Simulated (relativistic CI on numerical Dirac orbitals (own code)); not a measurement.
## Zr²⁺: L2,3 absorption edge

Computed with this model: Dirac-Coulomb-Breit CI, separate exchange-only KLI orbitals for each configuration, model QED, valence Slater integrals scaled by 0.9, multiplet model of core-to-valence dipole absorption; configurations [Kr] 4d2 → [He] 2s2 2p5 3s2 3p6 3d10 4s2 4p6 4d3; 300 K; Lorentzian 1.6 eV and Gaussian 0.5 eV FWHM. Energies are those of the free ion, without screening or charge transfer. The branching ratio is the share of the lower-energy edge in the whole absorption, uncertain by about 0.02 where the edges overlap. S is read from ⟨S²⟩ = S(S + 1).

Field parameters in Wybourne normalisation: D4h B²₀ = −7Ds, B⁴₀ = 21(Dq − Dt), B⁴₄ = 21√(5/14) Dq. The field is a parameter set, without covalency.

free ion: ground-state S = 1.00, centroid 2245.33 eV, branching ratio 0.762. Peaks (eV, height): 2225.2 (100), 2308.8 (21), 2310.0 (24).

D4h, 10Dq = 25350, Ds = -1500, Dt = -570 cm⁻¹: ground-state S = 1.00, centroid 2250.96 eV, branching ratio 0.699. Peaks (eV, height): 2224.0 (80), 2226.8 (100), 2309.0 (35), 2311.2 (40).

D4h, 10Dq = 25350, Ds = -860, Dt = -570 cm⁻¹: ground-state S = 1.00, centroid 2250.75 eV, branching ratio 0.701. Peaks (eV, height): 2224.0 (84), 2227.0 (100), 2309.5 (39), 2311.5 (39).

D4h, 10Dq = 25350, Ds = 1070, Dt = -570 cm⁻¹: ground-state S = 1.00, centroid 2252.28 eV, branching ratio 0.684. Peaks (eV, height): 2224.0 (81), 2227.0 (100), 2308.5 (40), 2311.0 (41).

D4h, 10Dq = 25350, Ds = 2360, Dt = -570 cm⁻¹: ground-state S = 1.00, centroid 2252.40 eV, branching ratio 0.683. Peaks (eV, height): 2223.8 (76), 2226.5 (100), 2308.5 (38), 2311.0 (42).

The statistical ratio of this edge is 2/3 = 0.667. Values above it arise where the holes sit mainly in the j = l + 1/2 valence subshell or the ground state has high spin; values below it where core-valence Coulomb terms move weight to the upper edge, as in nearly empty shells. At deep edges of heavy elements the radial integrals of the two core levels differ, which raises the baseline.

Strongest unbroadened transitions for free ion:

```csv
Energy (eV),Relative strength
2223.88,17.3
2223.94,16.0
2223.98,11.2
2224.22,30.9
2225.16,16.9
2225.20,75.8
2225.25,22.0
2225.44,19.0
2225.49,7.7
2225.56,100.0
2225.60,12.5
2225.78,16.9
2225.93,8.2
2308.26,19.9
2308.53,17.9
2309.83,13.4
2310.05,13.5
2310.07,8.0
```
